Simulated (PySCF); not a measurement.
trifluorosilylmethanol (CH3F3OSi), SMILES OC[Si](F)(F)F. Atoms are numbered in the order given.

```xyz
9

O     -2.2716     0.3486    -0.0307
C     -1.3381    -0.7069     0.1441
Si     0.4078    -0.0729    -0.0235
F      0.8188     0.2844    -1.5334
F      1.5024    -1.1077     0.5388
F      0.5243     1.2858     0.8367
H     -2.1203     1.0066     0.6617
H     -1.4592    -1.2402     1.1097
H     -1.5373    -1.4552    -0.6407
```
Charge 0, spin multiplicity 1.

Geometry: B3LYP-D3(BJ)/def2-SVP. The values are those of a single conformer.

Two levels are set side by side: PBE/pcSseg-1 (PySCF) and PBE0/pcSseg-1 (PySCF). GIAO shifts against CFCl3 (¹⁹F), H2O (¹⁷O), TMS (²⁹Si), TMS (¹H), TMS (¹³C) at the same level; non-relativistic, no solvent, atoms listed together averaged. Differences are taken from unrounded values.

```
quantity                PBE0
---------------------  -----
δ(¹⁷O) of O1 (ppm)     -10.3
δ(¹³C) of C2 (ppm)      51.2
δ(²⁹Si) of Si3 (ppm)   -55.2
δ(¹H) of H7 (ppm)       0.03
δ(¹H) of H8, H9 (ppm)   3.93
```

Problem. What does PBE give, and how far is it from PBE0? (An estimate is asked for; the answer gives what the named calculation found.)

Solution. 
```json
[
 {"quantity": "δ(¹⁷O) of O1 (ppm)", "PBE": "-0.3", "PBE minus PBE0": "10.0"},
 {"quantity": "δ(¹³C) of C2 (ppm)", "PBE": "54.5", "PBE minus PBE0": "3.4"},
 {"quantity": "δ(²⁹Si) of Si3 (ppm)", "PBE": "-55.5", "PBE minus PBE0": "-0.2"},
 {"quantity": "δ(¹H) of H7 (ppm)", "PBE": "-0.26", "PBE minus PBE0": "-0.29"},
 {"quantity": "δ(¹H) of H8, H9 (ppm)", "PBE": "4.07", "PBE minus PBE0": "0.14"}
]
```

Rough cost on one machine, each run with all the roots and properties that it gave: PBE0 against PBE within a factor of 2.
